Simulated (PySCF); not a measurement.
Species: C2H8OSSi2.
SMILES with atom numbers: `[CH2:1]=[CH:2][O:3][SiH2:4][S:5][SiH3:6]` (hydrogens: H7, H8 on C1; H9 on C2; H10, H11 on Si4; H12, H13, H14 on Si6)

Cartesian coordinates in Å at the PBE0-D3(BJ)/def2-SVP level; atoms count from 1:
```xyz
14
C2H8OSSi2 angstrom
C     -2.5944   -0.0052   -0.6867
C     -2.1767    1.1389   -0.1399
O     -0.9092    1.4574    0.1950
Si     0.4496    0.4937    0.0241
S      2.0163    1.7148    0.8078
Si     3.6550    0.3557    0.4819
H     -1.9173   -0.8301   -0.9277
H     -3.6535   -0.1389   -0.9090
H     -2.8709    1.9532    0.0932
H      0.6820    0.1659   -1.4126
H      0.2953   -0.7667    0.8070
H      3.4461   -0.9268    1.2185
H      3.8193    0.0473   -0.9702
H      4.8627    1.0543    1.0000
```

Level of theory: core-valence-separated Tamm–Dancoff BHandHLYP/aug-pcX-1 (pcseg-1 on H, def2-SVPD on Si, def2-SVPD on S) in PySCF, non-relativistic, gas phase, PBE0-D3(BJ)/def2-SVP geometry. No empirical shift is added; at this level the pattern usually sits a few eV under experiment.

The lowest roots of each edge with f over 0.003 (five at most, numbered afresh; weaker and dark ones are left out), with transition dipoles (au) in the frame of the coordinates:

| root | edge | E (eV) | f | μx | μy | μz |
| --- | --- | --- | --- | --- | --- | --- |
| 1 | C | 283.02 | 0.0532 | 0.0125 | 0.0337 | -0.0799 |
| 2 | C | 284.38 | 0.0726 | -0.0148 | -0.0392 | 0.0931 |
| 3 | C | 285.47 | 0.0100 | -0.0034 | -0.0345 | -0.0151 |
| 4 | C | 285.84 | 0.0234 | 0.0539 | -0.0207 | -0.0004 |
| 5 | C | 287.06 | 0.0078 | -0.0044 | -0.0129 | 0.0304 |
| 6 | O | 533.11 | 0.0130 | 0.0184 | -0.0246 | -0.0073 |
| 7 | O | 533.42 | 0.0138 | -0.0046 | -0.0125 | 0.0296 |
| 8 | O | 534.31 | 0.0043 | -0.0060 | 0.0159 | 0.0060 |
| 9 | O | 535.27 | 0.0101 | 0.0040 | 0.0105 | -0.0254 |

Question: Molecules are fixed in this frame and the field points along (0, 1, 1)/√2. What effective strengths 3 f cos²θ do the roots have (θ between field and μ)?

Answer: root 1 (C1): 0.022, root 2 (C2): 0.030, root 3 (C1): 0.026, root 4 (C1): 0.005, root 5 (C1): 0.003, root 6 (O3): 0.020, root 7 (O3): 0.006, root 8 (O3): 0.009, root 9 (O3): 0.004. Root 2 is the strongest. Averaged over all orientations cos²θ is 1/3, which gives f back.

One conformer stands for the species.
